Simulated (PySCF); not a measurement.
**Spin states of SrBr**

Unrestricted PBE0; PySCF, spin-free X2C with a Gaussian nucleus, basis sets Sr x2c-TZVPall, Br x2c-TZVPall. Outer shells of the fragments: Sr 5s2; Br 3d10 4s2 4p5.

Followed along the bond (rough minima from three points):

| 2Ms+1 | unpaired | ⟨S²⟩ at the start | R at minimum (Å) | Te (eV) |
| --- | --- | --- | --- | --- |
| 2 | σ ↑ | 0.75 | 2.73 | 0.00 |
| 2 | π ↑ | 0.75 | none in the scan | ≤ 1.61 |
| 4 | σ ↑, π ↑↑ | 3.75 | none in the scan | ≤ 5.46 |

Solutions found at the starting distance of 2.825 Å, counted from the lowest of them; the search is not exhaustive and high or unbound solutions are not listed, so other states can lie among these:

```
2Ms+1       unpaired   term  E (eV)  ⟨S²⟩  ⟨Lz²⟩  μ (D)
    2            σ ↑    ²Σ⁺    0.00  0.75   0.00  -5.23
    2            π ↑     ²Π    1.58  0.75   1.00  -4.17
    2            δ ↑     ²Δ    1.88  0.75   4.00  -8.90
    4      σ ↑, π ↑↑  mixed    5.66  3.75   2.03   2.40
    4      σ ↑↑, π ↑  mixed    5.74  3.75   2.17   4.77
    4      σ ↑, π ↑↑  mixed    5.75  3.75   2.01   4.03
    4  σ ↑, π ↑, δ ↑  mixed    5.86  3.75   5.01   2.18
    4  σ ↑, π ↑, δ ↑  mixed    5.87  3.75   4.86   2.32
```

A term symbol is given only where ⟨S²⟩ and ⟨Lz²⟩ are close to those of a pure state; real π, δ and φ orbitals otherwise mix terms. A positive dipole means Sr(−)Br(+).

Spin–orbit coupling is left out. Counting both spins, an empty level lies below a filled one in some of these solutions, because spin and occupation are held.
